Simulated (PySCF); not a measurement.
**Solvent effects on NMR parameters**

Cartesian coordinates in Å; atom numbers follow the order of the lines, from 1:
```xyz
16

O     2.650    1.672    0.989
C     2.150    0.957    0.149
N     0.818    0.699    0.088
C     0.187   -0.138   -0.924
C    -1.116   -0.652   -0.313
C    -1.788    0.498    0.454
Si   -0.326    1.374    1.276
H     2.751    0.444   -0.642
H     0.853   -0.966   -1.216
H    -0.027    0.448   -1.838
H    -1.771   -1.077   -1.090
H    -0.879   -1.471    0.388
H    -2.559    0.141    1.152
H    -2.279    1.198   -0.244
H    -0.392    2.861    1.239
H    -0.020    0.913    2.660
```

GIAO PBE0/pcSseg-1 in PySCF on one PBE0-D3(BJ)/def2-SVP conformer, non-relativistic, equivalent nuclei averaged. Solvents enter as an IEF-PCM continuum (cyclohexane with ε = 2.0, chloroform with ε = 4.7) around the gas-phase geometry. Shifts are referred to TMS computed in the same medium.

Gas phase, δ in ppm: C2 167.3, C4 46.1, C5 28.7, C6 7.7, Si7 -22.2, H8 8.34, H15/H16 4.89, H9/H10 3.16, H11/H12 1.83, H13/H14 0.89. Dipole moment 4.34 D.

(1) How does each δ change in the continuum?

(2) Which nuclei move most (in ppm), and what does the model miss?

Answers

(1) 
```
  atoms                                                 environment  Δδ, cyclohexane  Δδ, chloroform
     C2                                       amide carbonyl carbon             +2.1            +3.9
     C4                                         sp3 CH2 bonded to N             +0.6            +1.1
     C5                                           sp3 CH2 in a ring             +0.3            +0.5
     C6                                        sp3 CH2 bonded to Si             +0.3            +0.6
    Si7           silicon bonded to C, N, 2 H, in a 5-membered ring             +0.2            +0.2
     H8                        hydrogen on an amide carbonyl carbon            +0.02           +0.05
H15/H16  hydrogen on a silicon bonded to C, N, in a 5-membered ring            -0.04           -0.09
 H9/H10                          hydrogen on an sp3 CH2 bonded to N            +0.08           +0.15
H11/H12                            hydrogen on an sp3 CH2 in a ring            +0.04           +0.07
H13/H14                         hydrogen on an sp3 CH2 bonded to Si            +0.07           +0.13
```

Changes are relative to the gas phase. The dipole moment becomes 4.85 D in cyclohexane, 5.28 D in chloroform.

(2) C2 (amide carbonyl carbon, +3.9 ppm) in chloroform. A continuum only polarises the solute; specific hydrogen bonds, the anisotropy of aromatic solvents and changes of geometry or conformer are outside it.
